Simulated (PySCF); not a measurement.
triplet methylene (CH2), triplet, geometry from GFN2-xTB, with bond 3-1 at 3.0 times its length; PBE0/3-21G in PySCF.

PySCF was given this input:
```python
from pyscf import gto, scf, dft

mol = gto.Mole()
mol.atom = '''
    C     0.00386916    0.00066529    0.10150064
    H     0.00046091    0.97908788   -0.31139250
    H    -0.07876587   -2.95056938   -1.09583536
'''
mol.basis = '3-21g'
mol.spin = 2
mol.verbose = 4
mol.build()

mf = dft.UKS(mol)
mf.xc = 'pbe0'
mf.kernel()
mo_i, mo_e, stable_i, stable_e = mf.stability(internal=True, external=False, return_status=True, nroots=6, tol=1e-6)
print('internally stable:', stable_i, ' externally stable:', stable_e)
if not stable_i:
    umf = mf.copy()
    umf.scf_summary = {}
    umf.kernel(umf.make_rdm1(mo_i, mf.mo_occ))
mf.analyze()
```

What the program printed (banner, timings and long lists left out):

```
PySCF version 2.14.0

[INPUT] verbose = 4
[INPUT] num. atoms = 3
[INPUT] num. electrons = 8
[INPUT] charge = 0
[INPUT] spin (= nelec alpha-beta = 2S) = 2
[INPUT] symmetry False subgroup None
[INPUT] Mole.unit = angstrom
[INPUT] Symbol           X                Y                Z      unit          X                Y                Z       unit  Magmom
[INPUT]  1 C      0.003869160000   0.000665290000   0.101500640000 AA    0.007311652732   0.001257215893   0.191808411068 Bohr   0.0
[INPUT]  2 H      0.000460910000   0.979087880000  -0.311392500000 AA    0.000870993668   1.850207945081  -0.588446542244 Bohr   0.0
[INPUT]  3 H     -0.078765870000  -2.950569380000  -1.095835360000 AA   -0.148845922263  -5.575768039728  -2.070828708014 Bohr   0.0

nuclear repulsion = 4.11837243320356
number of shells = 9
number of NR pGTOs = 21
number of NR cGTOs = 13
basis = 3-21g
ecp = {}

******** <class 'pyscf.dft.uks.UKS'> ********
method = UKS
initial guess = minao
damping factor = 0
level_shift factor = 0
DIIS = <class 'pyscf.scf.diis.CDIIS'>
diis_start_cycle = 1
diis_space = 8
diis_damp = 0
SCF conv_tol = 1e-09
SCF conv_tol_grad = None
SCF max_cycles = 50
direct_scf = True
direct_scf_tol = 1e-13
number electrons alpha = 5  beta = 3
XC library pyscf.dft.libxc version 7.1.2
    S. Lehtola, C. Steigemann, M. J. T. Oliveira, and M. A. L. Marques,  SoftwareX 7, 1–5 (2018)
XC functionals = pbe0
    C. Adamo and V. Barone,  J. Chem. Phys. 110, 6158 (1999)
    M. Ernzerhof and G. E. Scuseria,  J. Chem. Phys. 110, 5029 (1999)
radial grids:
    Treutler-Ahlrichs [JCP 102, 346 (1995); DOI:10.1063/1.469408] (M4) radial grids

becke partition: Becke, JCP 88, 2547 (1988); DOI:10.1063/1.454033
pruning grids: <function nwchem_prune>
grids dens level: 3
symmetrized grids: False
atomic radii adjust function: <function treutler_atomic_radii_adjust>
small_rho_cutoff = 0
Set gradient conv threshold to 3.16228e-05
tot grids = 33736
init E= -38.4861371363837

cycle= 1 E= -38.6902834687575  delta_E= -0.204  |g|= 0.0875  |ddm|= 1.07
cycle= 2 E= -38.7008357685761  delta_E= -0.0106  |g|= 0.0225  |ddm|= 0.219
cycle= 3 E= -38.7013909924181  delta_E= -0.000555  |g|= 0.00873  |ddm|= 0.0496
cycle= 4 E= -38.7014876480071  delta_E= -9.67e-05  |g|= 0.00238  |ddm|= 0.018
cycle= 5 E= -38.701520300859  delta_E= -3.27e-05  |g|= 0.00184  |ddm|= 0.0102
cycle= 6 E= -38.7015447035876  delta_E= -2.44e-05  |g|= 0.00193  |ddm|= 0.00762
cycle= 7 E= -38.7014187128504  delta_E= 0.000126  |g|= 0.00127  |ddm|= 0.0466
cycle= 8 E= -38.7013379421268  delta_E= 8.08e-05  |g|= 0.000541  |ddm|= 0.0698
cycle= 9 E= -38.701337219574  delta_E= 7.23e-07  |g|= 0.000105  |ddm|= 0.0067
cycle= 10 E= -38.701337152278  delta_E= 6.73e-08  |g|= 2.18e-05  |ddm|= 0.00238
cycle= 11 E= -38.7013371523258  delta_E= -4.78e-11  |g|= 8.51e-06  |ddm|= 0.000279
Extra cycle  E= -38.7013371523878  delta_E= -6.19e-11  |g|= 2.32e-06  |ddm|= 2.89e-05
converged SCF energy = -38.7013371523878  <S^2> = 2.0076467  2S+1 = 3.0050935
uhf_internal: lowest eigs of H = [-0.02985927  0.00137723  0.27559757  0.29819108  0.31996214  0.49958151]
<class 'pyscf.dft.uks.UKS'> wavefunction has an internal instability
internally stable: False  externally stable: None

******** <class 'pyscf.dft.uks.UKS'> ********
method = UKS
initial guess = minao
damping factor = 0
level_shift factor = 0
DIIS = <class 'pyscf.scf.diis.CDIIS'>
diis_start_cycle = 1
diis_space = 8
diis_damp = 0
SCF conv_tol = 1e-09
SCF conv_tol_grad = None
SCF max_cycles = 50
direct_scf = True
direct_scf_tol = 1e-13
number electrons alpha = 5  beta = 3
XC library pyscf.dft.libxc version 7.1.2
    S. Lehtola, C. Steigemann, M. J. T. Oliveira, and M. A. L. Marques,  SoftwareX 7, 1–5 (2018)
XC functionals = pbe0
    C. Adamo and V. Barone,  J. Chem. Phys. 110, 6158 (1999)
    M. Ernzerhof and G. E. Scuseria,  J. Chem. Phys. 110, 5029 (1999)
radial grids:
    Treutler-Ahlrichs [JCP 102, 346 (1995); DOI:10.1063/1.469408] (M4) radial grids

becke partition: Becke, JCP 88, 2547 (1988); DOI:10.1063/1.454033
pruning grids: <function nwchem_prune>
grids dens level: 3
symmetrized grids: False
atomic radii adjust function: <function treutler_atomic_radii_adjust>
small_rho_cutoff = 0
Set gradient conv threshold to 3.16228e-05
init E= -38.6639602706885
cycle= 1 E= -38.6958264056708  delta_E= -0.0319  |g|= 0.0376  |ddm|= 0.319
cycle= 2 E= -38.700215298754  delta_E= -0.00439  |g|= 0.0164  |ddm|= 0.136
cycle= 3 E= -38.7017225717435  delta_E= -0.00151  |g|= 0.0104  |ddm|= 0.0868
cycle= 4 E= -38.7024627368812  delta_E= -0.00074  |g|= 0.00427  |ddm|= 0.0711
cycle= 5 E= -38.7026909099653  delta_E= -0.000228  |g|= 0.00149  |ddm|= 0.0539
cycle= 6 E= -38.7027260633128  delta_E= -3.52e-05  |g|= 0.000304  |ddm|= 0.0287
cycle= 7 E= -38.7027267058557  delta_E= -6.43e-07  |g|= 5.94e-05  |ddm|= 0.00581
cycle= 8 E= -38.7027267643117  delta_E= -5.85e-08  |g|= 5.14e-06  |ddm|= 0.00124
cycle= 9 E= -38.7027267648161  delta_E= -5.04e-10  |g|= 5.21e-07  |ddm|= 0.000131
Extra cycle  E= -38.7027267648176  delta_E= -1.54e-12  |g|= 3.51e-07  |ddm|= 2.19e-06
converged SCF energy = -38.7027267648176  <S^2> = 2.2067192  2S+1 = 3.1347849
**** SCF Summaries ****
Total Energy =                         -38.701337152387751
Nuclear Repulsion Energy =               4.118372433203556
One-electron Energy =                  -59.442524056851632
Two-electron Energy =                   16.622814471260327
Two-electron Coulomb Energy =           22.524955923828717
DFT Exchange-Correlation Energy =       -5.902141452568392
**** MO energy ****
                             alpha | beta                alpha | beta
MO #1   energy= -10.258386511619   | -10.2434004147148  occ= 1 | 1
MO #2   energy= -0.682391853556208 | -0.636269647783614 occ= 1 | 1
MO #3   energy= -0.326054961625591 | -0.289131499013701 occ= 1 | 1
MO #4   energy= -0.30439650935336  | -0.0999928640806653 occ= 1 | 0
MO #5   energy= -0.255491182619894 | -0.0450385176796639 occ= 1 | 0
MO #6   energy= -0.123372785505072 | 0.0705965206055217 occ= 0 | 0
MO #7   energy= 0.174100966143657  | 0.18684360764473   occ= 0 | 0
MO #8   energy= 0.700418684194681  | 0.74518942430027   occ= 0 | 0
MO #9   energy= 0.713283834467048  | 0.75463459107432   occ= 0 | 0
MO #10  energy= 0.736805653084264  | 0.791235629079081  occ= 0 | 0
MO #11  energy= 0.894315135149884  | 0.949030665907933  occ= 0 | 0
MO #12  energy= 0.962385527792182  | 1.21563299557577   occ= 0 | 0
MO #13  energy= 1.26683716805021   | 1.30818498348415   occ= 0 | 0

To work with the spin densities directly, `use mulliken_meta_spin()` only printing them here.

 ** Mulliken spin pop alpha/beta on meta-lowdin orthogonal AOs **
 ** Mulliken Spin Density (per AO)  **
spin_pop of  0 C 1s       -0.00001
spin_pop of  0 C 2s        0.01831
spin_pop of  0 C 3s       -0.00055
spin_pop of  0 C 2px       0.99568
spin_pop of  0 C 2py       0.04664
spin_pop of  0 C 2pz      -0.03403
spin_pop of  0 C 3px       0.00271
spin_pop of  0 C 3py      -0.00025
spin_pop of  0 C 3pz       0.00003
spin_pop of  1 H 1s       -0.02238
spin_pop of  1 H 2s        0.00010
spin_pop of  2 H 1s        0.99032
spin_pop of  2 H 2s        0.00344
 ** Mulliken Spin Density (per atom)  **
spin density of  0 C =      1.02851
spin density of  1 H =     -0.02228
spin density of  2 H =      0.99377
 ** Mulliken pop alpha/beta on meta-lowdin orthogonal AOs **
 ** Mulliken pop       alpha | beta **
pop of  0 C 1s        0.99985 | 0.99986
pop of  0 C 2s        0.89287 | 0.87457
pop of  0 C 3s        0.00483 | 0.00538
pop of  0 C 2px       0.99570 | 0.00002
pop of  0 C 2py       0.57786 | 0.53122
pop of  0 C 2pz       0.08616 | 0.12019
pop of  0 C 3px       0.00271 | 0.00000
pop of  0 C 3py       0.00140 | 0.00165
pop of  0 C 3pz       0.00030 | 0.00028
pop of  1 H 1s        0.43542 | 0.45780
pop of  1 H 2s        0.00713 | 0.00703
pop of  2 H 1s        0.99221 | 0.00188
pop of  2 H 2s        0.00356 | 0.00012
In total             5.00000 | 3.00000
 ** Mulliken atomic charges   ( Nelec_alpha | Nelec_beta ) **
charge of  0C =     -0.09484  (     3.56168      2.53316 )
charge of  1H =      0.09262  (     0.44255      0.46483 )
charge of  2H =      0.00223  (     0.99577      0.00200 )
Dipole moment(X, Y, Z, Debye): -0.00681,  1.46135, -0.66204
```
